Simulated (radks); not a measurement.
Task: All-electron atom: Yb VIII in [Kr] 4d10 4f12 5s2 5p3 (the NIST ground configuration). All-electron calculation, non-relativistic Kohn-Sham, TPSS, spin-polarised, spherical densities, point nucleus; open shells are filled with parallel spins first (spin-orbit coupling, left out, can overturn this in heavy ions); meta-GGA in the generalised Kohn-Sham scheme; relativity is left out, which matters for an element this heavy. Program: a radial shooting solver on a logarithmic mesh with Libxc functionals. Some entries of the table are withheld. Estimate them.

orbital,occ.,eigenvalue (eV),<r> (bohr)
1s up,1,-56910.45,0.02165
1s down,1,-56910.16,0.02165
2s up,1,-9322.998,0.09170
2s down,1,-9322.877,0.09170
2p up,3,-8913.330,0.07766
2p down,3,-8913.095,0.07766
3s up,1,-2173.810,0.2342
3s down,1,-2172.599,0.2341
3p up,3,-1987.011,0.2242
3p down,3,-1985.810,0.2241
3d up,5,-1640.145,0.1975
3d down,5,-1639.166,0.1974
4s up,1,-506.6517,0.5251
4s down,1,-504.3370,0.5252
4p up,3,-430.4762,0.5348
4p down,3,-428.1023,0.5348
4d up,5,-293.2090,0.5580
4d down,5,-290.6931,0.5574
5s up,1,-145.0958,1.202
5s down,1,-139.8670,1.204
5p up,3,(1),1.293
4f up,7,-118.6469,0.6560
5p down,0,(2),1.301
4f down,5,-115.6320,0.6509
5d up,0,-84.3284,1.542
5d down,0,-80.0225,1.577
6s up,0,(3),2.367
6s down,0,(4),2.388

Result: 
(1) 5p up eigenvalue (eV): -121.8302
(2) 5p down eigenvalue (eV): -116.7223
(3) 6s up eigenvalue (eV): -64.7119
(4) 6s down eigenvalue (eV): -63.0757
